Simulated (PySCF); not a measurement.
## CuHCl + HCl → CuH₂ + Cl₂

Level: PBE0 in the def2-TZVP basis family, all electrons, no relativity, computed in PySCF with density fitting; open shells unrestricted.

| species | state and structure | E (Eh) | ZPE (kJ/mol) | H(298 K) − H(0) (kJ/mol) | S° (J/(mol K)) |
| --- | --- | --- | --- | --- | --- |
| CuHCl | doublet, Cs, Cu–Cl 2.092 Å, Cu–H 1.490 Å; Cl–Cu–H 136.6° | -2100.92654 | 15.3 | 11.9 | 269.3 |
| HCl | singlet, C∞v, H–Cl 1.279 Å | -460.66440 | 17.9 | 8.7 | 186.6 |
| CuH₂ | doublet, C2v, Cu–H 1.521 Å (×2); H–Cu–H 120.5° | -1641.38747 | 24.3 | 10.3 | 223.1 |
| Cl₂ | singlet, D∞h, Cl–Cl 1.982 Å | -920.08940 | 3.5 | 9.1 | 222.5 |

Q: What is the electronic reaction energy?

A: At PBE0/def2-TZVP, ΔE = 299.5 kJ/mol from the differences of the total energies times 2625.5, uphill. 

Q: Add zero-point, thermal and entropy terms for 298.15 K and 1 bar.

A: ΔZPE = -5.4 and Δ[H(298) − H(0)] = -1.2 kJ/mol give ΔH° = 292.9 kJ/mol. ΔS° = -10.3 J/(mol K), so ΔG° = 292.9 − 298.15 × (-0.0103) = 296 kJ/mol.

Open d or f shells are single determinants, so the state found may not be the ground state. Only the bonding shown was studied: isomers, or loss of a ligand pair, can lie lower.
